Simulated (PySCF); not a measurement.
```xyz
5
charge 0 multiplicity 1, angstrom
Se    0.0000    0.0000    0.4260
Cl    2.1587    0.0000   -0.2435
Cl    0.0000    2.1587   -0.2435
Cl   -2.1587    0.0000   -0.2435
Cl    0.0000   -2.1587   -0.2435
```

All numbers come from PySCF, PBE0, basis Se def2-SVP, Cl def2-SVP (no relativity, density fitting).

This geometry of SeCl4 is a stationary point at this level.

**Question.** What is the point group?

**Answer.** C4v.

**Question.** Is it a minimum?

**Answer.** No: it has 1 imaginary mode, at 68i cm⁻¹ (b1).

**Question.** Which band is strongest in the infrared?

**Answer.** 355 cm⁻¹ (e), 279 km/mol.

**Question.** What are the dipole moment and the gap between the highest occupied and lowest empty levels?

**Answer.** 1.32 D and 3.37 eV.

**Question.** Give the atomic charges and bond orders.

**Answer.** 
```tsv
atom	Mulliken	Löwdin	polar tensor	Mayer order to Se1
Se1	0.62	0.39	1.88	–
Cl2,3,4,5	-0.15	-0.10	-0.47	0.89
```

Only a few start shapes were tried, so a lower isomer may exist. At this level a singlet minimum of C2v symmetry lies 35 kJ/mol below this structure.
